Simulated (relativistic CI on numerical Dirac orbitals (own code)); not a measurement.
Radial Dirac CI calculation of Dy V: levels, rates and radial parameters.

Command:

```sh
python run_levels.py task.json out
```

Input:

```
atom Dy  Z=66  charge=4  electrons=62
nucleus A=164  rms_radius_fm=5.2218
hamiltonian dirac-coulomb  breit=on  qed=on  c_scale=1
orbitals kli  potential=per-configuration
slater_scale 0.85
correlation p86
mixing on
configurations
  [Xe] 4f8
  [Xe] 4f7 5d
  [Kr] 4d10 4f10 5s2 5p4
  [Kr] 4d10 4f9 5s2 5p5
end
```

Hardware: one thread of Neoverse-V2, on a shared host. Rates were computed among at most 60 levels.

(1) How large is the problem, and how long does it take?

## Answers

(1) 6086 determinants at the lowest M give 6086 levels; 48 SCF iterations in all; about 7.1 s of CPU and 0.24 GiB at the peak.
